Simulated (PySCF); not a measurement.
# Ar²⁺ (argon, charge +2) across methods

[Ne] 3s1 3p4 4s1, high-spin 5P determinant (an excited configuration). All numbers are calculated (PySCF 2.14, the non-relativistic Hamiltonian (point nucleus), in aug-cc-pwCVTZ (8s7p5d3f, 75 functions)).

| method | E (hartree) | mean ε 3p α (eV) | mean ε 3p β (eV) | mean ε 4s α (eV) | Σ⟨r²⟩ (bohr²) | ⟨S²⟩ |
| --- | --- | --- | --- | --- | --- | --- |
| M06 | -524.5758 | -45.318 | -40.915 | -16.973 | 25.15 | 6.001 |
| r2SCAN | -524.5812 | -44.480 | -39.671 | -16.400 | 25.65 | 6.002 |
| UHF | -523.98346 | -51.387 | -43.495 | -18.588 | 25.90 | 6.002 |
| PBE | -524.4221 | -43.530 | -39.453 | -16.373 | 25.22 | 6.001 |
| M06-L | -524.5728 | -44.319 | -39.623 | -16.185 | 25.57 | 6.001 |
| PBE0 | -524.4511 | -45.699 | -40.857 | -17.023 | 25.34 | 6.001 |
| BHandHLYP | -524.6089 | -47.499 | -42.292 | -17.511 | 25.48 | 6.001 |
| LDA | -522.9994 | -43.458 | -39.406 | -16.578 | 25.18 | 6.001 |

Question: Estimate the same row for MN15.

Answer: E (hartree) = -524.5851; mean ε 3p α (eV) = -46.290; mean ε 3p β (eV) = -42.356; mean ε 4s α (eV) = -17.234; Σ⟨r²⟩ (bohr²) = 25.14; ⟨S²⟩ = 6.001.

The outer electron is Rydberg-like, and this basis confines it to a smaller radius and binds it less than a complete one would.
